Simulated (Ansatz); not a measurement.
Energy needed to pull apart CH₇GeN (SMILES C[NH][GeH3]), singlet, into free ground-state atoms, from the structure below (displaced at random from its PBE0-D4/def2-TZVP minimum); no zero-point or spin–orbit terms; open-shell atoms are treated unrestricted, in their ground-state multiplicity.

C1  (-0.824, 0.701, -0.886)
N2  (-0.384, -0.556, -0.376)
Ge3  (0.878, -0.499, 1.046)
H4  (-1.668, 0.464, -1.550)
H5  (-0.046, 1.408, -1.352)
H6  (-1.288, 1.201, 0.013)
H7  (-0.016, -1.127, -1.133)
H8  (1.269, -2.023, 1.259)
H9  (0.082, 0.023, 2.223)
H10  (2.142, 0.376, 0.736)
(Å)

Computed with Ansatz 0.2.0 (basis: def2-TZVPP); correlated methods freeze the cores. Filled d shells of the heavier atoms are correlated. The def2 sets are not built for correlating such inner shells, so the correlated values are less sure here.

```json
{"method": "PBE-D4", "atomization energy (kJ/mol)": "3202"}
{"method": "r2SCAN-D4", "atomization energy (kJ/mol)": "3164"}
{"method": "PBE0-D4", "atomization energy (kJ/mol)": "3157"}
{"method": "wB97M-V", "atomization energy (kJ/mol)": "?"}
{"method": "HF", "atomization energy (kJ/mol)": "?"}
{"method": "MP2", "atomization energy (kJ/mol)": "3099"}
{"method": "CCSD", "atomization energy (kJ/mol)": "3070"}
{"method": "CCSD(T)", "atomization energy (kJ/mol)": "3109"}
```

(1) What does HF give? (Judge from chemistry; the value comes from the calculation.)

(2) What does wB97M-V give? (To be estimated.)

The T1 diagnostic stays at or below 0.011.

## Answers

(1) Computed: 2259 kJ/mol, which is about 850 kJ/mol less than CCSD(T)/def2-TZVPP.

(2) The calculation gives: 3171 kJ/mol, which is about 62 kJ/mol more than CCSD(T)/def2-TZVPP.

In triple zeta the MP2 and coupled-cluster atomization energies are still short of their basis limit by a few kcal/mol a bond, whereas those of the functionals are nearly converged, so these differences are not deviations from converged CCSD(T).

For scale, one of the runs: CCSD(T)/def2-TZVPP forces, 208 basis functions (an equivalent command: `ansatz run in.yaml --threads 4`). Time: 12 min of wall clock on 4 CPU threads; the host was shared. Peak host memory: 5.4 GiB.
